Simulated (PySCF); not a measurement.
**Ionisation energy of Se²⁺ by level of theory**

Se²⁺ [Ar] 3d10 4s2 4p2 (3P) → Se³⁺ [Ar] 3d10 4s2 4p1 (2P), as a difference of total energies. Computed with PySCF 2.14 in aug-cc-pwCVDZ-PP with ECP10MDF, with a scalar-relativistic core potential. Correlated levels: valence: 3s2 3p6 3d10 frozen; valence and next inner shell: nothing frozen outside the core potential. The calculations carry no spin-orbit coupling.

Question: Order these methods by the ionisation energy they give, lowest first.
A. r2SCAN
B. UHF
C. B2PLYP
D. MP2 (valence and next inner shell)

Answer: B (30.976 eV), C (31.386 eV), D (31.426 eV), A (31.752 eV).

The reference lies between the lowest fine-structure levels, while these numbers refer to the centres of the terms.

Errors of the correlated levels include the incompleteness of this basis and the frozen core.

For comparison: 31.697 ± 0.019 eV (measured; NIST Atomic Spectra Database, ionization energies).
